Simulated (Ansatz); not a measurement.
Compare A (`OC[SiH2][AsH2]`) with its isomer B (`OC([SiH3])[AsH2]`).

Gas-phase electronic energies from Ansatz, PBE0-D4/def2-TZVP geometries. CBS: MP2 limit from def2 TZ/QZ plus the TZ coupled-cluster correction, frozen cores. DFT in def2-TZVPP. B3LYP here is the variant with VWN-RPA as its local correlation; programs differ in this. For As outer-core shells are correlated without core-valence functions, which leaves a few kJ/mol of doubt a bond. Scalar relativity is left out up to krypton. Each species was taken in one conformer, which may not be the lowest.

Q: Which isomer does CCSD(T)/CBS put lower? Give the gap. (Best estimate.)

A: Ansatz gave: A, by 58.4 kJ/mol.

Q: Give E(B) − E(A) in kJ/mol with MP2/def2-TZVPP, PBE-D4, PBE0-D4, ωB97M-V, CCSD/def2-TZVPP, B3LYP, B2PLYP. (An estimate is asked.)

A: Computed: MP2/def2-TZVPP 55.7, PBE-D4 61.8, PBE0-D4 64.9, ωB97M-V 59.6, CCSD/def2-TZVPP 57.7, B3LYP 61.8, B2PLYP 59.1. None reverses the order clearly.

Largest T1 diagnostic: 0.012.

In def2-TZVPP, CCSD(T) changes the Hartree–Fock value by −7.1 kJ/mol (the triples alone add −1.8 kJ/mol) and MP2 by −7.4 kJ/mol.
